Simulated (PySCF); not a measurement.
A structure optimised at r2SCAN-D4/def2-TZVP, used in a PySCF frequency run:

```xyz
3

S      0.0141     1.0205     0.0000
S     -0.0904    -0.9391     0.0000
H      1.2199    -1.3024     0.0000
```
Charge 0, spin multiplicity 2.

Question: Write its SMILES, formula and point group.

Answer: [S]S, HS₂, Cs

Question: What are its rotational constants (standard atomic weights)?

Answer: 296.63, 7.9735, 7.7648 GHz
